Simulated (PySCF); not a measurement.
C3H8N (SMILES [CH2]N(C)C), doublet, at a GFN2-xTB geometry. Base run: PySCF with SVWN5/6-31G.

The PySCF input:
```python
from pyscf import gto, scf, dft

mol = gto.Mole()
mol.atom = '''
    C    -0.16231362    1.22625840    0.72673527
    N     0.03610006    0.16948717   -0.15000072
    C     1.23425230   -0.61154866    0.01362483
    C    -1.11947913   -0.59707866   -0.53648831
    H    -1.07478574    1.77860722    0.60083658
    H     0.71781171    1.76758689    1.01980173
    H     1.14809584   -1.34547752    0.82761798
    H     2.07058756    0.04919283    0.23202085
    H     1.44166318   -1.15036376   -0.91287532
    H    -1.95821345    0.07396065   -0.70958888
    H    -0.90103554   -1.13596157   -1.46040991
    H    -1.41158135   -1.32974142    0.22937127
'''
mol.basis = '6-31g'
mol.spin = 1
mol.verbose = 4
mol.build()

mf = dft.UKS(mol)
mf.xc = 'lda,vwn'
mf.kernel()
mf.analyze()
```

Variants of this job, named by their change:

| change | E (Eh) | HOMO (eV) | dipole (D) | <S^2> | core-seconds (rough) | outcome |
|---|---|---|---|---|---|---|
| base | -172.17259 | -2.30 | 1.28 | 0.751 | 7 | converged |
| functional = b3lyp; dispersion = d4 | -173.77801 | -3.48 | 1.13 | 0.753 | 9 | converged |
| functional = wb97x_v | - | - | - | - | - | cut at the time limit |
| functional = pw6b95 | -173.97555 | -3.81 | 1.16 | 0.753 | 10 | converged |
| functional = hf | -172.56893 | -7.45 | 0.72 | 0.760 | 2 | converged |
| functional = scan | -173.67620 | -2.76 | 1.10 | 0.753 | 20 | converged |
| functional = o3lyp | -173.70053 | -2.93 | 1.15 | 0.753 | 10 | converged |
| functional = pw91,pw91 | -173.68330 | -2.38 | 1.19 | 0.752 | 9 | converged |
| functional = bp86 | -173.76134 | -2.43 | 1.20 | 0.752 | 10 | converged |
| functional = b3lyp5 | -173.64621 | -3.39 | 1.13 | 0.753 | 10 | converged |
| functional = b3lyp | -173.76676 | -3.48 | 1.13 | 0.753 | 10 | converged |
| functional = tpss | -173.79640 | -2.49 | 1.16 | 0.752 | 30 | converged |
| functional = m06 | -173.62935 | -3.56 | 1.12 | 0.753 | 10 | converged |

Total energies compare only within one method and basis.

Open shells are given as the SCF converged; they aren't shown to be the lowest states, and a large step between rows can be another state.
